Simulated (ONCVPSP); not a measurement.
# Logarithmic derivatives: antimony (Sb), ONCV

antimony (Sb), optimised norm-conserving Vanderbilt (ONCV), made with ONCVPSP 4.0.1 (PBEsol, scalar-relativistic). Core [Ar] 3d10, reference 4s2 4p6 4d10 5s2 5p2 (charge +1). Waves: 4s+5s: rc 1.30 bohr, ncon 4, nbas 8, qcut 10.3 1/bohr, 2 projectors; 4p+5p: rc 1.55 bohr, ncon 3, nbas 6, qcut 11.1 1/bohr, 2 projectors; 4d: rc 1.50 bohr, ncon 3, nbas 8, qcut 8.3 1/bohr, 3 projectors, debl 3.2 Ha. Local part: polynomial inside 1.30 bohr (lpopt 4, dvloc0 0 Ha). Core correction: Teter function fitted to the true core (icmod 2), fcfact 0.4.

The phase is arctan(r·R′/R) of the radial function R(r), unwrapped; energies in Ha, scanned from -7 to 5 Ha. A pole is an energy at which the radial function vanishes at the test radius. The pseudo phase is shifted by a multiple of π to meet the all-electron one at the reference energy, and phase errors are pseudo minus all-electron; the curves can meet again beyond the range given. Levels narrower than the energy grid can be missing from the lists of poles.

```json
{"channel": "s", "radius (bohr)": "1.32", "reference energy (Ha)": "-0.76", "poles, all-electron": "-5.13", "poles, pseudo": "-5.13", "unbroken range about the reference energy with phases within 0.05 rad": "the whole range", "phase error 1 Ha above the reference energy (rad)": "+0.000"}
{"channel": "p", "radius (bohr)": "1.58", "reference energy (Ha)": "-0.44", "poles, all-electron": "-3.78", "poles, pseudo": "-3.78", "unbroken range about the reference energy with phases within 0.05 rad": "the whole range", "phase error 1 Ha above the reference energy (rad)": "-0.000"}
{"channel": "d", "radius (bohr)": "1.52", "reference energy (Ha)": "-1.54", "poles, all-electron": "-0.81", "poles, pseudo": "-0.81", "unbroken range about the reference energy with phases within 0.05 rad": "the whole range", "phase error 1 Ha above the reference energy (rad)": "+0.000"}
```

Phases in the s channel:

| E (Ha) | all-electron | pseudo |
| --- | --- | --- |
| -6.96 | 0.629 | 0.629 |
| -6.32 | -0.724 | -0.724 |
| -5.68 | -1.397 | -1.397 |
| -5.04 | -1.589 | -1.589 |
| -4.40 | -1.685 | -1.685 |
| -3.76 | -1.753 | -1.753 |
| -3.12 | -1.813 | -1.813 |
| -2.48 | -1.877 | -1.877 |
| -1.84 | -1.952 | -1.952 |
| -1.20 | -2.054 | -2.054 |
| -0.56 | -2.207 | -2.207 |
| 0.08 | -2.459 | -2.459 |
| 0.72 | -2.887 | -2.887 |
| 1.36 | -3.450 | -3.451 |
| 2.00 | -3.897 | -3.897 |
| 2.64 | -4.160 | -4.162 |
| 3.28 | -4.316 | -4.317 |
| 3.92 | -4.416 | -4.417 |
| 4.56 | -4.485 | -4.486 |
